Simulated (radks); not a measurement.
Spherical quantum dot in the effective-mass picture: electrons in a parabolic well V = omega^2 r^2 / 2 with omega = 0.125, with a point charge +1 (a donor) at the centre, all in effective atomic units (hartree* = m*/eps^2 hartree, bohr* = eps/m* bohr), one dielectric constant everywhere. Method: non-relativistic Kohn-Sham, exchange-only LDA, spin-polarised, spherical densities; computed with a radial shooting solver with Libxc functionals. Levels are named by radial order and angular momentum (1s, 1p, 1d, 2s, ...), and open shells are averaged over m. Results are scaled to m* = 0.027 and eps = 16.3, for which hartree* = 2.765 meV and bohr* = 31.95 nm. Each electron was tried in the lowest free levels, single moves between levels near the top were tried too, and the lowest total energy was kept; such a search can miss a lower state. At N = 1 the Hartree and exchange-correlation terms need not cancel, so that row can carry a self-interaction error.

N,open shells,2S,mu = E(N) - E(N-1) (meV),addition energy mu(N+1) - mu(N) (meV),e(HOMO) (meV),rms radius (nm)
1,"1s(up 1, down 0)",1,-1.1953,1.491,-0.57698,54.80
2,none,0,0.29543,1.149,0.64001,75.66
3,"1p(up 1, down 0)",1,1.4449,0.4107,1.6476,112.6
4,"1p(up 2, down 0)",2,1.8556,0.4076,2.0620,133.0
5,"1p(up 3, down 0)",3,2.2633,0.4602,2.4616,148.0
6,"1p(up 3, down 0) 2s(up 1, down 0)",4,2.7235,0.4881,2.9029,161.9
7,"1p(up 3, down 1) 2s(up 1, down 0)",3,3.2116,0.3020,3.3568,172.9
8,"1p(up 3, down 2) 2s(up 1, down 0)",2,3.5136,0.3167,3.6717,182.4
9,"2s(up 1, down 0)",1,3.8302,0.3623,3.9883,191.0
10,none,0,4.1925,0.4022,4.3493,199.5
11,"1d(up 1, down 0)",1,4.5948,0.2887,4.7397,207.6
12,"1d(up 2, down 0)",2,4.8834,0.2847,5.0265,215.0
13,"1d(up 3, down 0)",3,5.1681,0.2803,5.3090,221.7
14,"1d(up 4, down 0)",4,5.4484,0.2757,5.5870,228.0
15,"1d(up 5, down 0)",5,5.7241,0.3663,5.8605,234.0
16,"1d(up 5, down 1)",4,6.0904,0.2551,6.2182,239.7
17,"1d(up 5, down 2)",3,6.3456,0.2535,6.4726,245.2
18,"1d(up 5, down 3)",2,6.5991,0.2512,6.7251,250.4
19,"1d(up 5, down 4)",1,6.8503,0.2486,6.9751,255.3
20,none,0,7.0989,0.3654,7.2223,260.1
21,"1f(up 1, down 0)",1,7.4643,0.2365,7.5829,264.9
22,"1f(up 2, down 0)",2,7.7008,0.2343,7.8183,269.6
23,"1f(up 3, down 0)",3,7.9351,0.2321,8.0515,274.1
24,"1f(up 4, down 0)",4,8.1672,0.2298,8.2825,278.4
25,"1f(up 5, down 0)",5,8.3970,0.2276,8.5112,282.5
26,"1f(up 6, down 0)",6,8.6246,0.2253,8.7376,286.5
27,"1f(up 7, down 0)",7,8.8499,0.3072,8.9618,290.4
28,"1f(up 7, down 1)",6,9.1571,0.2152,9.2649,294.3
29,"1f(up 7, down 2)",5,9.3723,0.2140,9.4795,298.0
30,"1f(up 7, down 3)",4,9.5863,0.2127,9.6929,301.6
31,"1f(up 7, down 4)",3,9.7990,0.2112,9.9048,305.1
32,"1f(up 7, down 5)",2,10.010,0.2097,10.115,308.5
33,"1f(up 7, down 6)",1,10.220,0.2082,10.324,311.9
34,none,0,10.428,0.2440,10.532,315.1
35,"2p(up 1, down 0)",1,10.672,0.2037,10.774,318.3
36,"2p(up 2, down 0)",2,10.876,-,10.978,321.5

All shells are closed at N = 2, 10, 20, 34 (there: 1s2 1p6 1d10 2s2 1f14); the second difference of the energy has clear peaks (12 % above both neighbours; the first and last values, which can be the largest, are not judged, and half-filled shells can peak too) at N = 15, 20, 27, 34.
